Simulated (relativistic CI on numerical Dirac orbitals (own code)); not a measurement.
Computed by Dirac-Coulomb-Breit CI, orbitals from a KLI potential per configuration, QED by a radiative potential, unscaled Slater integrals (own radial code, finite nucleus).

Configuration list (outside the closed core 1s2): 2s2 2p4, 2s 2p5, 2p6, 2p5 3s, 2s2 2p3 3s, 2p5 3p, 2p5 3d, 2s2 2p3 3p, 2s2 2p3 3d, 2s 2p4 3s, 2s 2p4 3p, 2s 2p4 3d, 2s2 2p3 4s, 2s2 2p3 4p, 2s2 2p3 4d, 2s2 2p3 4f, 2s2 2p2 3s2, 2s 2p4 4s, 2s2 2p2 3s 3p, 2s 2p4 4p, 2s2 2p3 5s, 2s2 2p2 3s 3d, 2s 2p4 4d, 2s2 2p3 5p, 2s 2p4 4f, 2s2 2p2 3p2, 2s2 2p3 5d, 2s2 2p3 5f, 2s2 2p3 5g, 2s2 2p2 3p 3d, 2s 2p3 3s2, 2s2 2p2 3d2, 2s 2p3 3s 3p, 2s 2p3 3s 3d, 2s 2p3 3p2, 2s 2p4 5s. Levels of other configurations are missing.

At this charge energies of transitions that change n are usually good to better than 1 %, and those within a shell (Δn = 0) to a few per cent.

Outline of the computed level scheme of W LXVII. Lowest level of each configuration: 2s2 2p4 3P_2 at 0.0 eV; 2s 2p5 3P°_2 at 1808.7 eV; 2p6 1S_0 at 3741.7 eV; 2s2 2p3 3s 3P°_2 at 8641.2 eV; 2s2 2p3 3p 3P_1 at 8763.8 eV; 2s2 2p3 3d 3D°_2 at 9284.8 eV; 2s 2p4 3s 5P_3 at 10372.9 eV; 2s 2p4 3p 5P°_2 at 10503.5 eV.

Some strong electric-dipole decays among the lowest 45 levels: 2s2 2p3 3d 3D°_3 → 2s2 2p4 3P_2 (2.3e+15 s⁻¹); 2s2 2p3 3d 3D°_1 → 2s2 2p4 1S_0 (1.4e+15 s⁻¹); 2s2 2p3 3d 3D°_2 → 2s2 2p4 3P_2 (1.0e+15 s⁻¹); 2s 2p4 3p 3D°_3 → 2s2 2p4 3P_2 (5.4e+14 s⁻¹); 2s2 2p3 3d 3D°_1 → 2s2 2p4 3P_2 (2.7e+14 s⁻¹); 2s 2p4 3p 5P°_2 → 2s2 2p4 3P_2 (2.2e+14 s⁻¹); 2s2 2p3 3s 1D°_2 → 2s2 2p4 1D_2 (2.1e+14 s⁻¹); 2s 2p4 3s 3P_2 → 2s 2p5 3P°_2 (2.1e+14 s⁻¹).

LS names give the leading component of a level, which can be under half, so a name can repeat, a term be missing and a line seem to break the LS rules.
